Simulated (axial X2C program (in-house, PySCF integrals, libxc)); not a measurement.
## H₂: properties at the nuclei

Computed with an in-house all-electron X2C program for linear molecules (integrals from PySCF): two-component X2C with atomic mean-field Coulomb and Gaunt terms, Gaussian nuclei, basis H dyall-v3z with contracted cores.

R = 0.744 Å (near the PBE0 minimum at charge 0 of the determinant lowest at the starting distance; the state shown can have its own minimum elsewhere).

Determinant lowest in the PBE0 search, Ω = 0 (closed shell), highest spinor 96% H s:

```
 level  qzz H (a.u.)
  PBE0          0.34
    HF          0.35
   LDA          0.35
 PBE50          0.34
r2SCAN          0.34
```

qzz is the electric field gradient, eQq0 = 234.96 MHz × Q/barn × qzz. The operators were transformed with the bare-nucleus X2C matrices; with these basis sets, hyperfine constants and field gradients can be off by tens of per cent, and where levels differ in sign neither size nor sign is settled.

Each state is one determinant with collinear spin. The search compared states at one distance, so a state with another bond length can lie lower.
